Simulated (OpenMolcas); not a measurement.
Rh4+ with its 6 nearest fluoride ions at 1.92 Å, on the Ga site of K2NaGaF6 (a = 8.246 Å, distance in the model lattice 1.938 Å). The rest of the host is ab initio model potentials to 7.6 Å, with orthogonalisation functions on the cations behind the ligands, and point charges beyond; the distance is set by hand and nothing relaxes, and no local charge compensation is placed. Ligand basis ANO-RCC-VDZP.
```
Rh    0.0000    0.0000    0.0000
F     1.9200    0.0000    0.0000
F     0.0000    1.9200    0.0000
F    -1.9200    0.0000    0.0000
F     0.0000   -1.9200    0.0000
F     0.0000    0.0000    1.9200
F     0.0000    0.0000   -1.9200
```

```yaml
Program: OpenMolcas 26.06
Method: "SS-CASPT2, IPEA 0.25 Eh, imaginary shift 0.1 Eh (closed shells correlated: 4s 4p and the ligand valence shells)"
Basis: ANO-RCC-VTZP [7s6p4d2f1g]
Scalar_Hamiltonian: DKH2, point nucleus
Active_space: 5 electrons in 5 orbitals (4d)
State_averaging: 2S+1 = 6 even, 1 root; 2S+1 = 4 even, 24 roots; 2S+1 = 2 even, 75 roots
Spin-orbit_coupling: RASSI with atomic mean-field integrals over the reference wave functions
```

Task: What is the spin-free ground state (labels of O, the rotations of Oh)?

Result: 2T2, 3-fold in its orbital part; d5 allows 2S+1 = 6, so this is a state of lower spin.

Task: Where is the first state of the same spin?

Result: A 1-fold state lies at 24100 cm-1 above the ground state.

Task: What are the lowest two levels with spin-orbit coupling?

Result: A 2-fold level with g = 2.03, 2.03, 2.03, then a 4-fold level Γ8 2260 cm-1 above it. Their leading multiplicities are 2 (99 %) and 2 (99 %).

Task: What is χT at 300 K, and how does it compare with the textbook value?

Result: The lowest level has 2S+1 = 2, for which the spin-only value is χT = S(S+1) / 2 = 0.375 cm3 K/mol (g = 2). The computed 0.534 at 300 K differs by +0.159, through orbital momentum, spin-orbit coupling and any other state in reach. With a threefold ground state the orbital momentum is unquenched, so the spin-only value is not expected to hold.

Task: Which ligand-field parameters describe the states?

Result: A least-squares ligand-field fit to the states below 45000 cm-1, each weighted by its degeneracy and with a free common offset, gives 10Dq = 28443 cm-1, B = 503 cm-1 and C = 1610 cm-1 (C/B = 3.20), with an rms deviation of 694 cm-1. The same method and metal basis give the free ion B = 789 cm-1 (fit to its terms below 60000 cm-1, rms deviation 532 cm-1), so the nephelauxetic ratio is β = 503 / 789 = 0.64; it hangs on how both fits weigh the states, and computed free-ion B values tend to be too large, so β mixes covalency with correlation.

Roots that are degenerate in the reference are averaged as groups; the widest CASPT2 spread within a group is 510 cm-1 (the 3-fold group of multiplicity 2 near 95600 cm-1 above the lowest state of its run). Shifts and gaps below about the spread of the groups concerned are not significant. Over all roots computed the reference weight is 0.67 to 0.70; a low but even weight reflects the number of correlated electrons. An orbital triplet at a regular site is open to Jahn-Teller coupling, which can distort the site and quench the lowest spin-orbit gaps and is left out. The least metal-like active orbital is 71 % on the metal (Löwdin) and no ligand orbital is active, so the numbers are rough. Ligand-to-metal charge-transfer states are missing. With no ligand orbital active B as a rule stays too high, so bands that hang on it stand too high and its fall with covalency is understated. With one d shell and no ligand orbital active, 10Dq can be off by a tenth or more. No measured value stands beside these numbers; the geometry was set by hand and not optimised.
